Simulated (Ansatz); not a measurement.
```xyz
10

O     1.4306    0.3056   -0.7093
C     0.3956   -0.4959   -0.2028
O    -0.3910   -1.0555   -1.2285
Si   -0.6384    0.5916    0.9795
H     1.9964   -0.2462   -1.2609
H     0.7981   -1.3682    0.3282
H    -0.8196   -0.3354   -1.7033
H     0.2131    1.2639    1.9927
H    -1.6439   -0.2657    1.6578
H    -1.3410    1.6057    0.1466
```

The species carries charge 0 and has multiplicity 1.

Problem. List the r2SCAN/def2-TZVPP orbital energies in eV (Ansatz). (Estimate.)

Solution. Computed: Occupied: -1790.86, -516.17, -516.14, -275.59, -141.36, -96.22, -96.21, -96.21, -28.17, -26.43, -17.52, -14.67, -13.53, -12.09, -10.73, -10.63, -8.82, -8.78, -7.97, -7.58, -6.66. Lowest empty: 0.14, 0.57, 0.69, 1.46, 1.90, 2.24, 2.54, 3.28.
